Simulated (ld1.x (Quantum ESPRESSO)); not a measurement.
Building the TM potential for Pt (Z = 78) (PBE, scalar-relativistic).

ld1.x (Quantum ESPRESSO) 7.5 input, shortened:

```
&input
   title='Pt', zed=78., rel=1, dft='PBE', iswitch=3,
   config='[Xe] 4f14 5d9 5f-2 6s0.5 6p0.5'
 /
 &inputp
   pseudotype=2, tm=.true., lloc=-2, rcloc=2.74,
   nlcc=.false.
 /
4
6S  1  0   0.50   0.00  2.62  2.62  0.0
6P  2  1   0.50   0.00  3.58  3.58  0.0
5D  3  2   9.00   0.00  1.58  1.58  0.0
5F  4  3  -2.00   0.05  3.46  3.46  0.0
 &test
   configts(1)='5d9 6s0.5 6p0.5'
 /
```

All-electron outer shells of the reference configuration (PBE, scalar-relativistic, ld1.x):

```csv
shell,level (eV),outermost node (bohr),outermost maximum (bohr)
4f,-71.15,–,0.38
5p,-57.12,0.53,0.98
5d,-7.20,0.57,1.26
6s,-6.46,1.14,2.35
6p,-1.40,1.36,3.55
```

Calculated quality:

- Cutoffs needed: 40 Ry and 70 Ry (the cutoffs (Ry, on a coarse ladder) from which the occupation-weighted sum of valence levels, in a spherical-Bessel basis at the reference potential, stays within 10 and 1 mRy of its value at 400 Ry)
- Ghost test: no extra level below or beside the all-electron valence levels (s, p, d, f tested) (spherical-Bessel basis up to 400 Ry, 20 bohr box)
- Largest excitation error: -250 meV (all-electron minus pseudo) for 5d7 6s0 6p0, out of 7 test configurations

Generation and tests took about 2.2 s on one core of a shared server CPU.
